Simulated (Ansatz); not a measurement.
Geometry optimisation, Ansatz 0.2.0, RHF/6-31G*.

The input (input.yaml):

```yaml
crystal:
  periodic: [false, false, false]
  atoms:
    - { symbol: B, position_ang: [0.043435, 0.507612, -0.411477] }
    - { symbol: O, position_ang: [0.002095, 0.084702, 2.162377] }
    - { symbol: H, position_ang: [-0.808822, -0.390581, 2.29339] }
    - { symbol: C, position_ang: [1.437376, 0.016892, -0.937485] }
    - { symbol: H, position_ang: [1.479411, -1.063416, -1.028501] }
    - { symbol: H, position_ang: [1.60661, 0.436492, -1.930677] }
    - { symbol: H, position_ang: [2.257424, 0.350755, -0.31114] }
    - { symbol: F, position_ang: [-1.051129, -0.200552, -0.641301] }
    - { symbol: H, position_ang: [-0.126959, 1.556993, 0.128373] }
    - { symbol: H, position_ang: [-0.265742, 0.981803, 1.906238] }
basis:
  gaussian: { orbitals: "6-31G*" }
hamiltonian:
  xc: hf
relax:
  f_tol: 0.03
  max_steps: 50
output:
  orbitals: {}
```

Run as:

```bash
$ ansatz run input.yaml --threads 1 --pin off --max-ram 2048MiB --backend cpu --events-out ev --progress --plain --runs-dir out
```

Where does it end, and by what steps?

The run converged. After 11 steps the energy has fallen by 0.180 eV; H10 moved furthest, 0.52 Å.

| step | energy less start (eV) | largest force component (eV/Å) | accepted |
| --- | --- | --- | --- |
| 0 | 0.0000 | 1.183 | yes |
| 1 | -0.0839 | 1.318 | yes |
| 2 | -0.0661 | 1.123 | no |
| 3 | -0.1164 | 1.077 | yes |
| 4 | -0.1408 | 0.340 | yes |
| 5 | -0.1440 | 1.199 | yes |
| 6 | -0.1663 | 0.276 | yes |
| 7 | -0.1752 | 0.214 | yes |
| 8 | -0.1781 | 0.127 | yes |
| 9 | -0.1790 | 0.090 | yes |
| 10 | -0.1793 | 0.052 | yes |
| 11 | -0.1795 | 0.024 | yes |

```xyz
10
Properties=species:S:1:pos:R:3
B 0.000 0.598 -0.454
O 0.073 0.116 1.925
H -0.636 -0.516 1.950
C 1.399 0.003 -0.860
H 1.426 -1.080 -0.803
H 1.623 0.285 -1.890
H 2.197 0.405 -0.243
F -1.096 -0.157 -0.555
H -0.181 1.759 -0.256
H -0.231 0.868 2.417
```

Whether the end is a true minimum wasn't checked by a vibrational analysis.

Time of the run: 18 s on 1 thread of Arm Neoverse V1 (shared host), peak memory 0.15 GiB.
